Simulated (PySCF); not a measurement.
## [Fe(OH)(H2O)5]2+: what the settings change

[Fe(OH)(H2O)5]2+: Fe(III) (d5), charge +2. The structure is a PBE0-D3(BJ)/def2-SVP, IEF-PCM water geometry optimised for multiplicity 6; coordination octahedral, point group C1, metal–donor distances 1.79–2.12 Å.

```
18

Fe    0.000    0.000    0.000
O     0.057   -0.001    1.789
H     0.870   -0.003    2.313
O     0.050    0.051   -2.124
H     0.842   -0.232   -2.604
H    -0.716   -0.251   -2.635
O     2.079   -0.002   -0.302
H     2.552    0.795   -0.014
H     2.574   -0.751    0.064
O    -2.047   -0.018   -0.315
H    -2.565    0.768   -0.084
H    -2.559   -0.786   -0.020
O    -0.016    2.025   -0.259
H    -0.019    2.703    0.432
H    -0.045    2.459   -1.125
O    -0.032   -2.040   -0.210
H     0.152   -2.647    0.522
H     0.104   -2.523   -1.039
```

Method (PySCF 2.14, density fitting): CASSCF(5,5) with orbitals averaged over all microstates of the shell, strongly contracted NEVPT2 on the averaged canonical orbitals; basis x2c-TZVPall on the metal, x2c-SVPall elsewhere; spin-free X2C; IEF-PCM water; spin-orbit coupling by state interaction with the mean-field operator over all roots.

Base run: NEVPT2 ground state 6A1g-like, next 4T1g-like at 16526, then 4T1g-like at 18625 cm⁻¹, 10Dq(CASSCF) 10238, B(CASSCF) 1154, ζ 435 cm⁻¹, D 0.22 cm⁻¹, g 2.002 2.002 2.002, μeff(300 K) 5.92 μB.

**Question.** What happens with the basis x2c-TZVPall on all atoms?

**Answer.** NEVPT2 ground state 6A1g-like, next 4T1g-like at 16776, then 4T1g-like at 18779 cm⁻¹, 10Dq(CASSCF) 10187, B(CASSCF) 1156, ζ 435 cm⁻¹, D 0.21 cm⁻¹, g 2.002 2.002 2.002, μeff(300 K) 5.92 μB. It took 56 s against 25 s on a shared host of the same kind.

**Question.** What happens with orbitals averaged over the highest spin alone?

**Answer.** NEVPT2 ground state 6A1g-like, next 4T1g-like at 19000, then 4T1g-like at 20365 cm⁻¹, 10Dq(CASSCF) 10076, B(CASSCF) 1220, ζ 456 cm⁻¹, D -0.22 cm⁻¹, g 2.002 2.002 2.002, μeff(300 K) 5.92 μB.

NEVPT2 on the d shell alone tends to put d–d bands too high for such charged or covalently bound ions.
